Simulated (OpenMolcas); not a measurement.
Cr4+ (d2) among equal point charges was computed by CASSCF with the d shell active (OpenMolcas, ANO-RCC-VDZP on the metal). Its lowest spin-free states, and all those of the highest spin:

| 2S+1 | Degeneracy | E (cm-1) |
| --- | --- | --- |
| 3 | 3 | 0.0 |
| 3 | 3 | 1072 |
| 3 | 1 | 2398 |
| 1 | 3 | 16410 |
| 1 | 2 | 17041 |
| 3 | 3 | 19947 |
| 1 | 3 | 25113 |
| 1 | 3 | 25883 |
| 1 | 2 | 25910 |
| 1 | 1 | 26113 |
| 1 | 1 | 61941 |

Question: Is the site octahedral, tetrahedral or cube-like, axial, or of lower symmetry?

Answer: The states with 2S+1 = 3 have orbital degeneracies 3, 3, 1, 3. Threefold states need a cubic site. For d2 at this spin an octahedron puts the threefold T1 below the threefold T2 and a tetrahedron or cube puts the single A2 below the threefold T2, so the site is octahedral. The run had Cr4+ among 6 point charges of -0.8 e arranged as an octahedron (Oh), 1.99 Å from the ion.

An orbital triplet at a regular site is open to Jahn-Teller coupling, which can distort the site and quench the lowest spin-orbit gaps and is left out. Without dynamic correlation the repulsion within the d shell is too large (B by tens of per cent), so at a given field states of lower spin stand too high. This field is weak: 10Dq is about 1335 cm-1, while octahedral complexes of 3d ions of charge 3 and more, computed by the same method with explicit ligands, had a median near 15000 cm-1. Ground spin and moment need not be those of a real site. The ground term spreads over less than 5000 cm-1, several times less than with real ligands, so orbital moments are less quenched and χT lies further from the spin-only value than at real sites. This is an electrostatic model: the charges have no orbitals. No measured value stands beside these numbers.
